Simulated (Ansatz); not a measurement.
A search over several starts for the lowest SCF solution of Ge2H⁻ at the given spin, in a small basis.

```yaml
crystal:
  periodic: [false, false, false]
  atoms:
    - {symbol: Ge, position_ang: [0.295117, -0.175401, 0.093900]}
    - {symbol: Ge, position_ang: [-0.131744, -0.669146, 2.187782]}
    - {symbol: H, position_ang: [0.623327, 0.169946, -1.413782]}
basis:
  gaussian: {orbitals: def2-SVP}
total_charge: -1
magnetization: {spin_polarized: true, initial_magnetization: 0}
hamiltonian: {xc: pbe0, dispersion: d4}
output: {orbitals: {seedname: orbitals}}
```

```sh
$ ansatz run in.yaml --threads 4 --pin off --events-out ev --progress --plain --max-ram 3916MiB
```

Shortened log:

```
Functional definition: PBE0
683 factors; integrals over basis functions are off by at most 1.3e-3 eV
mean field evaluation 1: about -113023.4040 eV, gradient 1.6e1 eV
mean field evaluation 2: about -113022.0649 eV, gradient 2.1e1 eV
mean field evaluation 4: about -113023.9799 eV, gradient 2.9e-1 eV
mean field evaluation 8: about -113023.9863 eV, gradient 4.1e-2 eV
mean field evaluation 16: about -113023.9863 eV, gradient 5.0e-5 eV
mean field -113023.98629829 eV, -4153.5548860525 hartree, gradient 9.1e-6 eV, S^2 0.000000; 2 other end points of the search recorded, 0 dependent functions left out
reference -113023.98631829 eV, -4153.5548867875 hartree; 33, 33 occupied and 36, 36 virtual orbitals, 683 factors
Total energy: -113024.05135513 eV, -4153.5572768474 hartree
```

It took 2.6 s on 4 threads of AMD EPYC 7R43 on a shared host.

The highest occupied level of the charge -1 singlet lies above zero (up to 0.10 eV). By energy differences its removal costs 1.93 eV (vertical, to the charge 0 doublet, at PBE0-D4/def2-TZVPD). The structure comes from a short search, and lower isomers may exist.
